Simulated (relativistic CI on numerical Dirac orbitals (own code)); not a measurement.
## Cu3+ in a cubic cluster: L2,3 absorption with charge transfer

Computed with a charge-transfer multiplet model of a cubic metal-ligand cluster with up to 2 ligand holes, Slater and spin-orbit integrals from Dirac-Coulomb-Breit ions, Slater integrals scaled by 0.8. The ground state mixes d8 with configurations of k ligand holes L, whose averages lie at kΔ + k(k − 1)U_dd/2; a core hole lowers each added d electron by U_cd. 300 K, Lorentzian 0.4 eV and Gaussian 0.3 eV FWHM.

Atomic integrals in eV (Slater integrals scaled, ζ unscaled), ground: F2dd 11.066, F4dd 6.905, zeta_d 0.110; with the core hole: F2dd 11.066, F4dd 6.905, zeta_d 0.138, zeta_core 13.377, F2cd 7.060, G1cd 5.412, G3cd 3.079.

Cluster parameters (eV): U_dd = 8.2, U_cd = 9.2, 10Dq = 0.5, 10Dq(ligand) = 0.2, V(eg) = 2.65, V(t2g) = -1.13, final-state hopping factor = 1.

| Case | n_d | d8 | d9L | d10L2 | S |
| --- | --- | --- | --- | --- | --- |
| Δ = -3.5 eV | 8.86 | 0.25 | 0.63 | 0.11 | 1.00 |
| Δ = -0.5 eV | 8.56 | 0.48 | 0.48 | 0.04 | 1.00 |
| Δ = 0.5 eV | 8.47 | 0.56 | 0.42 | 0.03 | 1.00 |
| Δ = 1.5 eV | 8.39 | 0.63 | 0.35 | 0.02 | 1.00 |
| Δ = 2.5 eV | 8.32 | 0.69 | 0.30 | 0.01 | 1.00 |

Weights, n_d and S are thermal averages at 300 K. Photon energies count from the first peak over 30 % of the highest in each spectrum, which can be another peak from case to case. The parameters are a model scan and need not match a compound or its usual spin state. Peaks in eV (height, largest 100):
- Δ = -3.5 eV: 0.0 (100), 20.2 (36)
- Δ = -0.5 eV: 0.0 (100), 5.5 (5), 20.1 (26), 20.5 (25)
- Δ = 0.5 eV: 0.0 (100), 0.9 (18), 20.1 (25), 20.7 (23)
- Δ = 1.5 eV: 0.0 (100), 1.2 (18), 20.1 (24), 20.9 (22)
- Δ = 2.5 eV: 0.0 (100), 1.4 (18), 20.2 (23), 21.0 (22)

Curve for Δ = 0.5 eV (points under 2 left out, the grid thinned):

(E (eV), Intensity): (-1.7, 2.1), (-1.5, 2.7), (-1.3, 3.6), (-1.1, 5.0), (-0.9, 7.7), (-0.7, 13.1), (-0.5, 26.6), (-0.3, 59.8), (-0.1, 99.0), (0.1, 85.0), (0.3, 43.0), (0.5, 21.5), (0.6, 17.6), (0.8, 17.3), (1.0, 17.9), (1.2, 12.0), (1.4, 7.0), (1.6, 5.0), (1.8, 4.0), (2.0, 3.1), (2.2, 2.6), (2.4, 2.2), (5.2, 3.1), (5.4, 4.7), (5.6, 4.5), (5.8, 3.4), (6.0, 2.9), (6.2, 2.9), (6.4, 3.1), (6.6, 4.0), (6.8, 3.3), (19.3, 2.3), (19.5, 4.0), (19.6, 5.5), (19.8, 11.9), (20.0, 22.1), (20.2, 23.5), (20.4, 18.7), (20.6, 21.7), (20.8, 21.2), (21.0, 11.7), (21.2, 5.5), (21.4, 3.1), (21.6, 2.2), (26.3, 2.2)

For the case Δ = -0.5 eV, Δ = -0.5 eV is smaller than U_dd = 8.2 eV, the charge-transfer side of the Zaanen-Sawatzky-Allen scheme (negative Δ: between configuration averages a ligand hole costs less than the nominal valence; multiplet and field energies can change this for the lowest states). With the core hole the configuration with one ligand hole lies at Δ + U_dd − U_cd = -4.5, -1.5, -0.5, 0.5, 1.5 eV from the one without, in the order of the table; where this is negative the screened configuration lies lower, though the effective hopping of about 3.2 eV (from the holes of the mixed ground state) mixes the two strongly wherever it is as large as the gap.
